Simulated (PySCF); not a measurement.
Isomers of C6H10F2Si2, mass 176.029 u with the commonest isotopes. Method used: PBE0/pcSseg-1 in PySCF (dipole) on a GFN2-xTB geometry, gas phase. One conformer each, none proved a minimum here; rigid rotors.

Question: Order these by radius of gyration √(Σ m r²/M), largest first.
A. `[CH:1]#[C:2][C@@H:3]1[CH2:4][SiH2:5][C@@H:6]([F:7])[C@@H:8]1[SiH2:9][F:10]` with C6–C8–Si9–F10 -176°, C2–C3–C4–Si5 -82°, C3–C4–Si5–C6 -13°, C4–Si5–C6–F7 -135°, Si5–C6–C8–Si9 166°
B. `[CH:1]#[C:2][SiH2:3][Si@H:4]1[CH2:5][C@@H:6]([CH:7]([F:8])[F:9])[CH2:10]1` with C2–Si3–Si4–C5 124°, C5–C6–C7–F8 57°, Si3–Si4–C5–C6 103°, Si4–C5–C6–C7 -105°, C5–C6–C10–Si4 -12°, Si3–Si4–C10–C6 -104°
C. `[CH:1]#[C:2][C@@H:3]1[CH2:4][SiH2:5][C@H:6]([F:7])[C@@H:8]([F:9])[SiH2:10]1` with C2–C3–C4–Si5 175°, C3–C4–Si5–C6 56°, C4–Si5–C6–F7 63°, Si5–C6–C8–F9 -59°

Answer: B (2.618 Å), A (2.323 Å), C (2.293 Å).

Question: Order these by rotational constant A, smallest first.
A. `[CH:1]#[C:2][C@@H:3]1[CH2:4][SiH2:5][C@@H:6]([F:7])[C@@H:8]1[SiH2:9][F:10]` with C6–C8–Si9–F10 -176°, C2–C3–C4–Si5 -82°, C3–C4–Si5–C6 -13°, C4–Si5–C6–F7 -135°, Si5–C6–C8–Si9 166°
B. `[CH:1]#[C:2][SiH2:3][Si@H:4]1[CH2:5][C@@H:6]([CH:7]([F:8])[F:9])[CH2:10]1` with C2–Si3–Si4–C5 124°, C5–C6–C7–F8 57°, Si3–Si4–C5–C6 103°, Si4–C5–C6–C7 -105°, C5–C6–C10–Si4 -12°, Si3–Si4–C10–C6 -104°
C. `[CH:1]#[C:2][C@@H:3]1[CH2:4][SiH2:5][C@H:6]([F:7])[C@@H:8]([F:9])[SiH2:10]1` with C2–C3–C4–Si5 175°, C3–C4–Si5–C6 56°, C4–Si5–C6–F7 63°, Si5–C6–C8–F9 -59°

Answer: A (1260 MHz), C (1412 MHz), B (2145 MHz).

Question: Order these by rotational constant C, smallest first.
A. `[CH:1]#[C:2][SiH2:3][Si@H:4]1[CH2:5][C@@H:6]([CH:7]([F:8])[F:9])[CH2:10]1` with C2–Si3–Si4–C5 124°, C5–C6–C7–F8 57°, Si3–Si4–C5–C6 103°, Si4–C5–C6–C7 -105°, C5–C6–C10–Si4 -12°, Si3–Si4–C10–C6 -104°
B. `[CH:1]#[C:2][C@@H:3]1[CH2:4][SiH2:5][C@H:6]([F:7])[C@@H:8]([F:9])[SiH2:10]1` with C2–C3–C4–Si5 175°, C3–C4–Si5–C6 56°, C4–Si5–C6–F7 63°, Si5–C6–C8–F9 -59°
C. `[CH:1]#[C:2][C@@H:3]1[CH2:4][SiH2:5][C@@H:6]([F:7])[C@@H:8]1[SiH2:9][F:10]` with C6–C8–Si9–F10 -176°, C2–C3–C4–Si5 -82°, C3–C4–Si5–C6 -13°, C4–Si5–C6–F7 -135°, Si5–C6–C8–Si9 166°

Answer: A (441.5 MHz), C (593.9 MHz), B (629.8 MHz).

| SMILES | point group | Ia (u·Å²) | Ib (u·Å²) | Ic (u·Å²) | κ | μa (D) | μb (D) | μc (D) |
| --- | --- | --- | --- | --- | --- | --- | --- | --- |
| C#C[SiH2][Si@H]1C[C@@H](C(F)F)C1 | C1 | 235.60 | 1033.34 | 1144.80 | -0.94 | 0.03 | 1.80 | 1.03 |
| C#C[C@@H]1C[SiH2][C@H](F)[C@@H](F)[SiH2]1 | C1 | 357.95 | 690.05 | 802.46 | -0.74 | 0.14 | 0.31 | 0.05 |
| C#C[C@@H]1C[SiH2][C@@H](F)[C@@H]1[SiH2]F | C1 | 401.08 | 647.80 | 850.98 | -0.44 | 1.60 | 1.14 | 0.27 |
